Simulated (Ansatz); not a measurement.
I3In, triplet, geometry from GFN2-xTB (such geometries of metal compounds can be far from the true shape) (a higher spin typed on purpose: for a closed-shell molecule this is an excited state) (core potentials on I, In); B3LYP/def2-SVP (Ansatz, an electronic-structure program).

The Ansatz input:
Ansatz 0.2 input:
```yaml
crystal:
  periodic: [false, false, false]
  atoms:
    - {symbol: In, position_ang: [0.28343431, 0.73496925, 0.50125216]}
    - {symbol: I, position_ang: [2.40600689, -0.64217801, -0.95485284]}
    - {symbol: I, position_ang: [-0.98165987, -1.38830854, 2.05473818]}
    - {symbol: I, position_ang: [-1.68639006, 1.35098668, -1.56330715]}
basis:
  gaussian:
    orbitals: def2-SVP
hamiltonian:
  xc: b3lyp
magnetization: {spin_polarized: true, initial_magnetization: 2}
```

Output, abridged:

```
Functional definition: B3LYP
1341 factors; integrals over basis functions are off by at most 2.3e-4 eV
mean field evaluation 1: about -29487.6162 eV, gradient 7.7e0 eV
mean field evaluation 2: about -29487.2428 eV, gradient 1.1e1 eV
mean field evaluation 4: about -29488.0438 eV, gradient 2.1e0 eV
mean field evaluation 8: about -29488.1139 eV, gradient 4.9e-2 eV
mean field evaluation 16: about -29488.1139 eV, gradient 1.4e-3 eV
mean field evaluation 32: about -29488.1139 eV, gradient 1.9e-5 eV
mean field evaluation 64: about -29488.0114 eV, gradient 1.3e0 eV
mean field evaluation 96: about -29487.6403 eV, gradient 4.5e0 eV
mean field evaluation 128: about -29488.0169 eV, gradient 1.5e0 eV
mean field -29488.11392459 eV, -1083.6681989672 hartree, gradient 4.6e-6 eV, S^2 2.005480; 10 other end points of the search recorded, 0 dependent functions left out
reference -29488.11418177 eV, -1083.6682084182 hartree; 49, 47 occupied and 55, 57 virtual orbitals, 1341 factors
Total energy: -29488.11418177 eV, -1083.6682084182 hartree
```
